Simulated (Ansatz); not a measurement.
Ansatz results at the PBE0-D4/def2-TZVP geometry: size of the dipole moment (PBE/def2-TZVPP) 0.58 D; size of the dipole moment (ωB97M-V/def2-TZVPP) 0.77 D; size of the dipole moment (B3LYP/def2-TZVPP) 0.68 D.

Each molecule was computed in one conformer, which needn't be the lowest.

Task: Which molecule gave them?
A. `[Cl][Sb][Cl]`•
B. `[NH][SiH](F)Cl`•
C. `C[Si](F)[SeH]`•
D. `[CH3][Ga][SeH]`•

Result: B. The others give `[CH3][Ga][SeH]`•: 1.36, 1.60, 1.50; `C[Si](F)[SeH]`•: 1.22, 1.31, 1.29; `[Cl][Sb][Cl]`•: 2.35, 2.64, 2.56.

B3LYP here is the variant with VWN-RPA as its local correlation; programs differ in this.
